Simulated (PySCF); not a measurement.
Stepwise substitution at one centre (Al SiH3-SH). All species are isolated molecules in the gas phase. One relaxed conformer stands for each flexible species; it need not be the lowest. Strings in code marks are SMILES.

All values below come from PBE-D3(BJ)/def2-TZVP // PBE0-D3(BJ)/def2-TZVP (PySCF 2.14.0). All candidates: neutral, multiplicity 1. Excitations are Tamm–Dancoff values on a coarser integration grid. The basis has no diffuse functions, so Rydberg states are missing or too high.

- HOMO = -6.52 eV
- T1 excitation (TDA) = 4.89 eV
- S1 excitation (TDA) = 5.09 eV

Q: Identify which member has these values.
(A) `[SiH3][Al]([SiH3])[SiH3]`
(B) `[SiH3][Al]([SH])[SH]` (S–Al–S–H torsion -179°, S–Al–S–H torsion -1°)
(C) `[SH][Al]([SH])[SH]`
(D) `[SiH3][Al]([SiH3])[SH]` (Si–Al–S–H torsion 0°)

A: C, `[SH][Al]([SH])[SH]`. The others give `[SiH3][Al]([SH])[SH]` (S–Al–S–H torsion -179°, S–Al–S–H torsion -1°): -6.45 eV, 4.02 eV, 4.66 eV; `[SiH3][Al]([SiH3])[SiH3]`: -6.31 eV, 2.63 eV, 3.14 eV; `[SiH3][Al]([SiH3])[SH]` (Si–Al–S–H torsion 0°): -6.35 eV, 3.18 eV, 3.76 eV
